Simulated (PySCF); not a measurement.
Gas-phase reaction: S6 + 6 B → 6 BS

Computed with PySCF and rigid-rotor harmonic-oscillator thermochemistry at 1 bar. † marks an energy on the PBE0/def2-TZVP geometry and frequencies; other levels use their own. CCSD(T) freezes the core. Open shells (unrestricted): B (multiplicity 2, electronic degeneracy 6), BS (multiplicity 2); the rest are closed-shell singlets. Spin-orbit splitting is ignored; it lowers the true energy and changes the entropy of B. CCSD(T) isn't extrapolated to the basis-set limit. The harmonic model lacks anharmonicity and excited electronic states, which grow with temperature; levels with a mode under 35 cm⁻¹ are left out. Warning, large T1 diagnostic: BS (CCSD(T)/def2-SVP†). Warning, spin contamination: BS (CCSD(T)/def2-SVP†).

```
level               ΔE electronic, kJ  ΔH°(298 K), kJ  ΔS°(298 K), J/K  ΔG°(1600 K), kJ
------------------  -----------------  --------------  ---------------  ---------------
CCSD(T)/def2-SVP†               -2028           -2017               23            -1983
M06-2X/def2-TZVP†               -1878           -1866               23            -1832
PBE0/def2-SVP†                  -2047           -2035               23            -2001
PBE0/def2-TZVP                  -1865           -1853               23            -1819
ωB97M-V/def2-TZVP†              -1763           -1752               23            -1718
```
ΔH° is lowest at PBE0/def2-SVP† and highest at ωB97M-V/def2-TZVP†. No reference value is set beside these.
